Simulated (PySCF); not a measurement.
Spectrum to structure. Method used: TDDFT B3LYP/def2-SVPD, vertical, gas phase, core orbitals frozen in the response in PySCF 2.14.0, density-fitted response routines. Geometries: PBE0-D3(BJ)/def2-SVP, one conformer each.

| state | E (eV) | f | main configurations (H = HOMO, L = LUMO) |
| --- | --- | --- | --- |
| S1 | 5.93 | 0.028 | H→L (56%), H→L+1 (42%) |
| S2 | 6.44 | 0.112 | H→L+2 (43%), H→L+1 (28%), H→L (24%) |
| S3 | 6.65 | 0.088 | H→L+2 (51%), H→L+1 (21%), H→L+3 (13%) |
| S4 | 6.78 | 0.039 | H→L+3 (76%), H→L+4 (14%) |
| S5 | 6.94 | 0.074 | H→L+4 (80%), H→L+3 (8%) |
| S6 | 7.44 | 0.0078 | H→L+5 (64%), H→L+6 (32%) |

Question: Which candidate is it?
A. `C1C[C@H]2CC[C@@H]1C2`
B. `C(C1=CCCC1)C`
C. `C[C@H]1[C@@H]2CC[C@H]1C2`

Answer: B. Its S1, at 5.93 eV, is the lowest among the candidates; the nearest of the others has S1 at 7.44 eV. S1 is HOMO→LUMO (56%), HOMO→LUMO+1 (42%). Löwdin shares by element: HOMO carbon 76% or more (atoms not listed hold the other 24%); LUMO carbon 54% or more (atoms not listed hold the other 46%). At the same level the other candidates give, for their lowest levels:
- `C[C@H]1[C@@H]2CC[C@H]1C2`: 7.56 eV (f 0.018); 7.89 eV (f 0.028); 7.96 eV (f 0.004); 8.08 eV (f 0.003); 8.17 eV (f 0.006); T1 7.46 eV; HOMO -7.89, LUMO 0.55 eV
- `C1C[C@H]2CC[C@@H]1C2`: 7.44 eV (f 0.000); 7.83 eV (f 0.003); 8.18 eV (f 0.000); 8.30 eV (f 0.034); 8.33 eV (f 0.000); T1 7.30 eV; HOMO -7.94, LUMO 0.39 eV
Triplets come from the Tamm–Dancoff approximation.
